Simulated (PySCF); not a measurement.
Xe⁺: excitation energy

Xe⁺ [Kr] 4d10 5s2 5p5 (2P) → Xe⁺ [Kr] 4d10 5s2 5p4 5d1 (high-spin determinant), as a difference of total energies. All numbers are calculated (PySCF 2.14, a scalar-relativistic core potential, in aug-cc-pVDZ-PP with ECP28MDF (5s4p3d, 32 functions)). Correlated levels: valence: 4s2 4p6 4d10 frozen. The calculations carry no spin-orbit coupling.

```csv
method,excitation energy (eV)
UHF,11.764
LDA,12.364
PBE,12.000
PBE0,12.091
r2SCAN,12.211
BLYP,12.204
HSE06,12.113
M06-2X,12.209
r2SCANh,12.217
MP2 (valence),12.385
SCS-MP2 (valence),12.366
```

How much does correlation contribute at MP2 (valence)?

12.385 − (11.764) = 0.621 eV, measured against UHF.

The promoted electron is Rydberg-like, and one or two diffuse shells describe it only roughly, which tends to raise the upper state.

The determinant of the upper state mixes LS terms, which raises its energy above the lowest term, most at the Hartree-Fock and MP2 levels.
